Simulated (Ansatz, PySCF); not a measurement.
Molecule: GaF$_{3}$, net charge 0, singlet state. SMILES: [Ga]([F])([F])[F]
Geometry from a B3LYP-D3(BJ)/def2-TZVP (Ansatz, a quantum-chemistry and plane-wave program) optimisation:
```xyz
4

Ga     0.0000     0.0000     0.0000
F     -1.4753    -0.9106     0.0081
F      0.0167     1.6178    -0.6231
F      1.4586    -0.7072     0.6150
```
Charge 0, spin multiplicity 1.

Wanted: atomisation energy, in kcal/mol. Conventions: UHF or UKS for open shells; LANL2DZ with its own core potentials from Na on; 6-31G* and kin with 6d, 5d where marked; atomisation electronic, to ground-state atoms; spin-orbit terms left out; non-relativistic; dispersion terms only where a functional's name holds one. First-principles rows: single points at B3LYP-D3(BJ) geometries (Ansatz).

```tsv
species	coefficient	E at B3LYP/6-31G* with LANL2DZ past Ar (Ansatz), Eh	E at M06-2X/def2-TZVPD (PySCF), Eh
[F][Ga]([F])[F]	-1	-301.71229	-2224.54629
F atom	+3	-99.71553	-99.73422
Ga atom	+1	-2.01126	-1924.80211
```

 1 Eh = 627.5095 kcal/mol.

**Question.** Work the quantity out at each level.

**Answer.** 
- B3LYP/6-31G* with LANL2DZ past Ar: the sum of coefficient times E is 0.55444 Eh, or 347.92 kcal/mol. Result: 347.9 kcal/mol.
- M06-2X/def2-TZVPD: the sum of coefficient times E is 0.54152 Eh, or 339.81 kcal/mol. Result: 339.8 kcal/mol.
